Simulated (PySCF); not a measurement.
Method: PySCF with ωB97X-D3(BJ)/def2-TZVP // PBE0-D3(BJ)/def2-SVP. Gas-phase values, no solvent. Delta-SCF ions had no search for a lower state. 

Reference species (SMILES): `[SiH3]c1cc2ccc(Cl)cc2s1` (neutral, multiplicity 1).

```yaml
vertical ionisation energy (Delta-SCF): 8.33 eV
vertical electron affinity (Delta-SCF): -0.12 eV
S1 oscillator strength: 0.032
```

Changed species: `[SiH3]c1ccc(Cl)c2ccsc12`.

Give the shifts of the vertical ionisation energy (Delta-SCF), vertical electron affinity (Delta-SCF) and S1 oscillator strength.

the vertical ionisation energy (Delta-SCF) stays essentially unchanged; the vertical electron affinity (Delta-SCF) falls by 0.10 eV, to -0.22 eV; the S1 oscillator strength hardly moves.
